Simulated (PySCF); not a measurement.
Gas-phase reaction: 2 GaH(CH3)2 → Ga2H6 + 4 CH2

Computed with PySCF and rigid-rotor harmonic-oscillator thermochemistry at 1 bar. † marks an energy on the PBE0/def2-TZVP geometry and frequencies; other levels use their own. MP2 and CCSD(T) freeze the core. 6-31G* has spherical d functions here. Open shells (unrestricted): CH2 (multiplicity 3); the rest are closed-shell singlets. B3LYP is the form with VWN-RPA correlation. Ga: all electrons, no relativistic terms. Methyl groups turn as free rotors in GaH(CH3)2. GaH(CH3)2, Ga2H6: computed as isolated molecules; such fragments, hydroxides, amides, oligomers or adducts are transient or little studied in the gas. MP2 isn't extrapolated to the basis-set limit; its ΔH°(298 K) is 1617.8 kJ in def2-SVP and 1686.7 kJ in def2-TZVPP. CCSD(T) isn't extrapolated to the basis-set limit; its ΔH°(298 K) is 1566.8 kJ in def2-SVP and 1623.3 kJ in def2-TZVPP. The harmonic model lacks anharmonicity and excited electronic states, which grow with temperature; levels with a mode under 35 cm⁻¹ are left out.

```tsv
level	ΔE electronic, kJ	ΔH°(298 K), kJ	ΔS°(298 K), J/K	ΔG°(1600 K), kJ
B3LYP/def2-TZVP†	1711	1621	439	887
CCSD(T)/def2-SVP†	1656	1567	439	833
CCSD(T)/def2-TZVPP†	1713	1623	439	889
HF/6-31G*	1221	1120	444	369
HF/def2-TZVP†	1190	1100	439	366
MP2/def2-TZVPP†	1776	1687	439	953
PBE0/def2-QZVP†	1723	1634	439	899
PBE0/def2-TZVP	1722	1633	439	899
ωB97X-V/def2-TZVP†	1790	1700	439	966
```
ΔH° is lowest at HF/def2-TZVP† and highest at ωB97X-V/def2-TZVP†. No reference value is set beside these.
